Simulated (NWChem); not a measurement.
System: C$_{3}$H$_{7}$O$_{2}$, doublet; SMILES CC(O)[CH]O

Here is an NWChem input.

```
start job
memory heap 200 mb stack 900 mb global 1100 mb
geometry units angstroms noautoz
  C     -0.753536     1.448761    -0.406955
  C     -0.001168     0.504524     0.547526
  O      1.374617     0.372215     0.141553
  C     -0.537787    -0.898176     0.545716
  O     -0.150010    -1.692274    -0.496355
  H     -0.300570     2.450861    -0.416835
  H     -1.797166     1.562769    -0.094538
  H     -0.740065     1.043741    -1.424505
  H     -0.056015     0.912546     1.569174
  H      1.676266     1.230666    -0.191501
  H     -1.543862    -1.106156     0.897174
  H      0.727430    -1.350455    -0.758629
end
basis spherical
  C library def2-svp
  O library def2-svp
  H library def2-svp
end
dft
  odft
  mult 2
  xc r2scan
  iterations 150
  mulliken
end
task dft energy
```

Excerpt of the output:

```
             Northwest Computational Chemistry Package (NWChem) 7.3.0
             --------------------------------------------------------

 C1  symmetry detected

                             Geometry "geometry" -> ""
                             -------------------------

 Output coordinates in angstroms (scale by  1.889725989 to convert to a.u.)

  No.       Tag          Charge          X              Y              Z
 ---- ---------------- ---------- -------------- -------------- --------------
    1 C                    6.0000    -0.89779193     1.35970213    -0.39891693
    2 C                    6.0000     0.01485279     0.51295045     0.50594013
    3 O                    8.0000     1.34894536     0.46051360    -0.03494019
    4 C                    6.0000    -0.41321884    -0.92284499     0.60975075
    5 O                    8.0000    -0.07392995    -1.73191292    -0.43770653
    6 H                    1.0000    -0.52404082     2.38986817    -0.49137373
    7 H                    1.0000    -1.91036426     1.41326735     0.01532192
    8 H                    1.0000    -0.95640164     0.91306125    -1.39726931
    9 H                    1.0000     0.03259887     0.95984417     1.51253134
   10 H                    1.0000     1.55082622     1.32289784    -0.42786862
   11 H                    1.0000    -1.36061929    -1.18583274     1.07044060
   12 H                    1.0000     0.74482549    -1.34075700    -0.80125213

 Effective nuclear repulsion energy (a.u.)     187.2621106933

                                 NWChem DFT Module
                                 -----------------

 Summary of "ao basis" -> "ao basis" (spherical)
 ------------------------------------------------------------------------------
       Tag                 Description            Shells   Functions and Types
 ---------------- ------------------------------  ------  ---------------------
 C                          def2-svp                 6       14   3s2p1d
 O                          def2-svp                 6       14   3s2p1d
 H                          def2-svp                 3        5   2s1p

            General Information
            -------------------
          SCF calculation type: DFT
          Wavefunction type:  spin polarized.
          No. of atoms     :    12
          No. of electrons :    41
           Alpha electrons :    21
            Beta electrons :    20
          Charge           :     0
          Spin multiplicity:     2
          Use of symmetry is: off; symmetry adaption is: off
          Maximum number of iterations: 150
          AO basis - number of functions:   105
                     number of shells:    51
          Convergence on energy requested:  1.00D-06
          Convergence on density requested:  1.00D-05
          Convergence on gradient requested:  5.00D-04

              XC Information
              --------------
                      r^2SCAN Method XC Functional
               r^2SCAN metaGGA Exchange Functional  1.000
                     r^2SCAN Correlation Potential  1.000

             Grid Information
             ----------------
          Grid used for XC integration:  medium
          Radial quadrature: Mura-Knowles
          Angular quadrature: Lebedev.
          Tag              B.-S. Rad. Rad. Pts. Rad. Cut. Ang. Pts.
          ---              ---------- --------- --------- ---------
          C                   0.70       49          10.0       434
          O                   0.60       49          11.0       434
          H                   0.35       45          11.0       434
          Grid pruning is: on
          Number of quadrature shells:   560
          Spatial weights used:  Erf1

      Superposition of Atomic Density Guess
      -------------------------------------

 Sum of atomic energies:        -265.75169238

      Non-variational initial energy
      ------------------------------

 Total energy =    -268.372333
 1-e energy   =    -732.287909
 2-e energy   =     276.653465
 HOMO         =      -0.094605
 LUMO         =       0.084003

     ---------------------------------------------
      Total Density - Mulliken Population Analysis
     ---------------------------------------------

    Atom       Charge   Shell Charges
 -----------   ------   -------------------------------------------------------
    1 C    6     6.24   1.99  0.97  0.17  2.06  1.03  0.02
    2 C    6     5.82   1.99  0.93  0.23  1.76  0.85  0.07
    3 O    8     8.62   1.99  1.10  0.65  3.00  1.87  0.01
    4 C    6     5.88   1.99  0.96  0.30  1.75  0.83  0.05
    5 O    8     8.51   1.99  1.10  0.63  2.97  1.80  0.01
    6 H    1     0.90   0.67  0.21  0.03
    7 H    1     0.90   0.67  0.21  0.03
    8 H    1     0.91   0.67  0.21  0.03
    9 H    1     0.94   0.70  0.21  0.02
   10 H    1     0.67   0.54  0.08  0.06
   11 H    1     0.93   0.69  0.22  0.02
   12 H    1     0.68   0.53  0.09  0.06

     --------------------------------------------
      Spin Density - Mulliken Population Analysis
     --------------------------------------------

    Atom       Charge   Shell Charges
 -----------   ------   -------------------------------------------------------
    1 C    6     0.04   0.00  0.01 -0.01  0.03  0.01  0.00
    2 C    6     0.04   0.00  0.00 -0.00  0.01  0.02  0.01
    3 O    8     0.00   0.00  0.00 -0.00  0.00  0.00  0.00
    4 C    6     0.74   0.00  0.01  0.02  0.38  0.31  0.00
    5 O    8     0.12   0.00  0.00  0.00  0.09  0.02  0.00
    6 H    1     0.03   0.01  0.02  0.00
    7 H    1     0.00   0.00  0.00  0.00
    8 H    1     0.00   0.00 -0.00  0.00
    9 H    1     0.01   0.01  0.00 -0.00
   10 H    1     0.00   0.00  0.00 -0.00
   11 H    1     0.01   0.01  0.00  0.01
   12 H    1     0.00   0.00  0.00  0.00

   convergence    iter        energy       DeltaE   RMS-Dens  Diis-err
 ---------------- ----- ----------------- --------- --------- ---------
 d= 0,ls=0.0,diis     1   -268.4816565312 -4.56D+02  6.47D-03  1.72D-01
                                                     6.00D-03  1.73D-01
 d= 0,ls=0.0,diis     2   -268.4363304851  4.53D-02  3.92D-03  3.14D-01
                                                     3.90D-03  3.17D-01
 d= 0,ls=0.0,diis     3   -268.5560922386 -1.20D-01  9.57D-04  1.92D-02
                                                     7.88D-04  1.90D-02
 d= 0,ls=0.0,diis     4   -268.5628911433 -6.80D-03  3.00D-04  1.63D-03
                                                     3.01D-04  1.68D-03
 d= 0,ls=0.0,diis     5   -268.5634307280 -5.40D-04  1.26D-04  3.91D-04
                                                     1.15D-04  3.60D-04
  Resetting Diis
 d= 0,ls=0.0,diis     6   -268.5635718573 -1.41D-04  4.29D-05  1.45D-05
                                                     4.21D-05  1.43D-05
 d= 0,ls=0.0,diis     7   -268.5635783030 -6.45D-06  3.92D-05  4.73D-06
                                                     3.62D-05  4.96D-06
 d= 0,ls=0.0,diis     8   -268.5635764336  1.87D-06  2.21D-05  1.00D-05
                                                     2.13D-05  9.93D-06
 d= 0,ls=0.0,diis     9   -268.5635809790 -4.55D-06  4.18D-06  2.57D-07
                                                     3.14D-06  1.41D-07
 d= 0,ls=0.0,diis    10   -268.5635810526 -7.36D-08  2.14D-06  4.48D-08
                                                     2.88D-06  9.59D-08

         Total DFT energy =     -268.563581052572
      One electron energy =     -736.669568976574
           Coulomb energy =      316.736654087530
    Exchange-Corr. energy =      -35.892776856816
 Nuclear repulsion energy =      187.262110693288

 Numeric. integr. density =       41.000013768192

                    DFT Final Alpha Molecular Orbital Analysis
                    ------------------------------------------

 Vector   19  Occ=1.000000D+00  E=-2.987537D-01
              MO Center= -5.9D-02, -7.9D-01,  2.7D-02, r^2= 2.8D+00
   Bfn.  Coefficient  Atom+Function         Bfn.  Coefficient  Atom+Function
  ----- ------------  ---------------      ----- ------------  ---------------
    61      0.403744   5 O  py               19      0.277075   2 C  py
    64      0.275151   5 O  py               47     -0.210685   4 C  py
    46     -0.176204   4 C  px               59     -0.176728   5 O  s
   101      0.165734  12 H  s                96      0.162246  11 H  s
    22      0.144000   2 C  py               34      0.124611   3 O  pz

 Vector   20  Occ=1.000000D+00  E=-2.521927D-01
              MO Center=  9.1D-01,  5.1D-01,  1.3D-01, r^2= 1.7D+00
   Bfn.  Coefficient  Atom+Function         Bfn.  Coefficient  Atom+Function
  ----- ------------  ---------------      ----- ------------  ---------------
    34      0.490369   3 O  pz               37      0.374427   3 O  pz
    32      0.238970   3 O  px               86     -0.230969   9 H  s
    35      0.195909   3 O  px               45      0.171343   4 C  s
    20     -0.164025   2 C  pz               87     -0.144399   9 H  s
    33      0.137575   3 O  py                4      0.117549   1 C  px

 Vector   21  Occ=1.000000D+00  E=-1.365366D-01
              MO Center= -2.5D-01, -9.8D-01,  4.0D-01, r^2= 1.9D+00
   Bfn.  Coefficient  Atom+Function         Bfn.  Coefficient  Atom+Function
  ----- ------------  ---------------      ----- ------------  ---------------
    48      0.359451   4 C  pz               46      0.353092   4 C  px
    51      0.326382   4 C  pz               62     -0.269357   5 O  pz
    49      0.255135   4 C  px               65     -0.234522   5 O  pz
    60     -0.225106   5 O  px                3      0.210747   1 C  s
    63     -0.201862   5 O  px               45      0.199936   4 C  s

 Vector   22  Occ=0.000000D+00  E= 4.079329D-02
              MO Center=  5.8D-01,  1.2D+00, -3.0D-01, r^2= 5.0D+00
   Bfn.  Coefficient  Atom+Function         Bfn.  Coefficient  Atom+Function
  ----- ------------  ---------------      ----- ------------  ---------------
    92      0.816196  10 H  s                17     -0.745422   2 C  s
     3     -0.702153   1 C  s                72      0.631853   6 H  s
    31     -0.549084   3 O  s                77      0.463741   7 H  s
    87      0.410264   9 H  s                 8     -0.368301   1 C  py
    59     -0.336699   5 O  s               102      0.302911  12 H  s

 Vector   23  Occ=0.000000D+00  E= 9.182193D-02
              MO Center= -3.6D-01,  2.5D-01,  3.6D-01, r^2= 6.6D+00
   Bfn.  Coefficient  Atom+Function         Bfn.  Coefficient  Atom+Function
  ----- ------------  ---------------      ----- ------------  ---------------
     3      1.084042   1 C  s                87     -0.943548   9 H  s
    17      0.842642   2 C  s                77     -0.839769   7 H  s
   102      0.689007  12 H  s                97     -0.666788  11 H  s
    72     -0.612594   6 H  s                59     -0.539441   5 O  s
    31     -0.448546   3 O  s                23      0.365011   2 C  pz

 Vector   24  Occ=0.000000D+00  E= 1.024993D-01
              MO Center= -4.9D-01,  8.4D-01, -6.9D-01, r^2= 5.3D+00
   Bfn.  Coefficient  Atom+Function         Bfn.  Coefficient  Atom+Function
  ----- ------------  ---------------      ----- ------------  ---------------
     3      1.870185   1 C  s                82     -1.373236   8 H  s
    72     -0.910095   6 H  s                97      0.568240  11 H  s
     9     -0.418575   1 C  pz               21      0.403667   2 C  px
    31     -0.399029   3 O  s                45     -0.394139   4 C  s
    17     -0.371868   2 C  s                87      0.371376   9 H  s

                     DFT Final Beta Molecular Orbital Analysis
                     -----------------------------------------

 Vector   18  Occ=1.000000D+00  E=-3.062613D-01
              MO Center= -1.1D-01, -7.1D-01, -1.7D-01, r^2= 2.8D+00
   Bfn.  Coefficient  Atom+Function         Bfn.  Coefficient  Atom+Function
  ----- ------------  ---------------      ----- ------------  ---------------
    60      0.305349   5 O  px               62      0.306818   5 O  pz
    47     -0.231477   4 C  py               65      0.231578   5 O  pz
    19      0.226914   2 C  py               63      0.201842   5 O  px
     5     -0.172617   1 C  py               33     -0.155281   3 O  py
    59     -0.134063   5 O  s                71     -0.122507   6 H  s

 Vector   19  Occ=1.000000D+00  E=-2.864842D-01
              MO Center=  7.0D-03, -1.1D+00, -6.6D-02, r^2= 2.2D+00
   Bfn.  Coefficient  Atom+Function         Bfn.  Coefficient  Atom+Function
  ----- ------------  ---------------      ----- ------------  ---------------
    61      0.458938   5 O  py               64      0.323630   5 O  py
    19      0.223357   2 C  py               46     -0.168019   4 C  px
    62     -0.162231   5 O  pz               34      0.157566   3 O  pz
    96      0.133178  11 H  s                47     -0.129611   4 C  py
    22      0.127222   2 C  py              101      0.125490  12 H  s

 Vector   20  Occ=1.000000D+00  E=-2.502361D-01
              MO Center=  8.8D-01,  5.0D-01,  1.4D-01, r^2= 1.8D+00
   Bfn.  Coefficient  Atom+Function         Bfn.  Coefficient  Atom+Function
  ----- ------------  ---------------      ----- ------------  ---------------
    34      0.482054   3 O  pz               37      0.370370   3 O  pz
    32      0.237422   3 O  px               86     -0.235832   9 H  s
    35      0.193714   3 O  px               20     -0.171002   2 C  pz
    45      0.159082   4 C  s                87     -0.148297   9 H  s
    33      0.139357   3 O  py                4      0.117687   1 C  px

 Vector   21  Occ=0.000000D+00  E=-3.006480D-02
              MO Center= -2.6D-01, -7.9D-01,  5.4D-01, r^2= 2.2D+00
   Bfn.  Coefficient  Atom+Function         Bfn.  Coefficient  Atom+Function
  ----- ------------  ---------------      ----- ------------  ---------------
     3      0.423217   1 C  s                51      0.403518   4 C  pz
    48      0.331694   4 C  pz               46      0.320439   4 C  px
    49      0.262483   4 C  px               72     -0.240583   6 H  s
    62     -0.216900   5 O  pz               50     -0.206548   4 C  py
    21      0.202575   2 C  px               31     -0.192592   3 O  s

 Vector   22  Occ=0.000000D+00  E= 4.263776D-02
              MO Center=  6.0D-01,  1.2D+00, -3.1D-01, r^2= 4.9D+00
   Bfn.  Coefficient  Atom+Function         Bfn.  Coefficient  Atom+Function
  ----- ------------  ---------------      ----- ------------  ---------------
    92      0.836095  10 H  s                 3     -0.725538   1 C  s
    17     -0.701999   2 C  s                72      0.630940   6 H  s
    31     -0.552221   3 O  s                77      0.467789   7 H  s
    87      0.410210   9 H  s                 8     -0.357319   1 C  py
    59     -0.303124   5 O  s               102      0.294565  12 H  s

 Vector   23  Occ=0.000000D+00  E= 9.676343D-02
              MO Center= -3.2D-01,  2.1D-01,  4.5D-01, r^2= 6.5D+00
   Bfn.  Coefficient  Atom+Function         Bfn.  Coefficient  Atom+Function
  ----- ------------  ---------------      ----- ------------  ---------------
    87      1.083934   9 H  s                17     -0.959578   2 C  s
    77      0.856637   7 H  s                 3     -0.833455   1 C  s
   102     -0.709786  12 H  s                97      0.636453  11 H  s
    59      0.512856   5 O  s                72      0.437637   6 H  s
    23     -0.425241   2 C  pz               31      0.390321   3 O  s

     ---------------------------------------------
      Total Density - Mulliken Population Analysis
     ---------------------------------------------

[...]
```

Level: r2SCAN/def2-SVP, spin-unrestricted. All runs use the structure optimised with B3LYP/6-31G* (spherical d), spin-unrestricted. No stability test was run on the SCF state.
